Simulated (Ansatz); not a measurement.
Geometry optimisation, RKS PBE-D4/6-31G* in Ansatz 0.2.0.

Input:

```yaml
crystal:
  periodic: [false, false, false]
  atoms:
    - { symbol: Al, position_ang: [0.032947, 0.474691, -0.491382] }
    - { symbol: O, position_ang: [-0.035989, 0.007423, 2.431083] }
    - { symbol: H, position_ang: [-1.006271, -0.072275, 2.539062] }
    - { symbol: H, position_ang: [1.323012, -0.423424, -0.700396] }
    - { symbol: "N", position_ang: [-1.611813, 0.066571, -1.037545] }
    - { symbol: H, position_ang: [-1.851892, -0.807447, -1.502366] }
    - { symbol: H, position_ang: [-2.442081, 0.630729, -0.860287] }
    - { symbol: Cl, position_ang: [0.197471, 2.511248, 0.347609] }
    - { symbol: H, position_ang: [0.103117, 0.992384, 2.420822] }
basis:
  gaussian: { orbitals: "6-31G*" }
hamiltonian:
  xc: pbe
  dispersion: d4
relax:
  f_tol: 0.03
  max_steps: 50
```

Run as:

```bash
$ ansatz run input.yaml --threads 1 --pin off --max-ram 2048MiB --backend cpu --events-out ev --progress --plain --runs-dir out
```

**Question.** Where does it end, and by what steps?

**Answer.** It converged. After 13 steps the energy has fallen by 0.731 eV; H3 moved furthest, 1.15 Å. Joined: Al1–O2 (2.96 → 2.00 Å).

```csv
step,energy less start (eV),largest force component (eV/Å),accepted
0,0.0000,0.926,yes
1,-0.1779,1.093,yes
2,-0.4002,1.116,yes
3,-0.5070,0.926,yes
4,-0.5805,0.400,yes
5,-0.6206,0.519,yes
6,-0.6524,0.800,yes
7,-0.6797,0.320,yes
8,-0.7113,0.310,yes
9,-0.7257,0.287,yes
10,-0.6924,1.587,no
11,-0.7286,0.150,yes
12,-0.7307,0.042,yes
13,-0.7308,0.018,yes
```

```xyz
9
Properties=species:S:1:pos:R:3
Al 0.185 0.532 -0.088
O -0.201 0.003 1.803
H -1.145 -0.152 1.400
H 1.406 -0.318 -0.649
N -1.588 -0.002 -0.340
H -1.787 -0.847 -0.883
H -2.277 0.708 -0.603
Cl 0.374 2.672 0.110
H -0.257 0.783 2.398
```

The run took 37 s on 1 thread of Arm Neoverse V2, with other jobs on the host, peak memory 0.14 GiB.
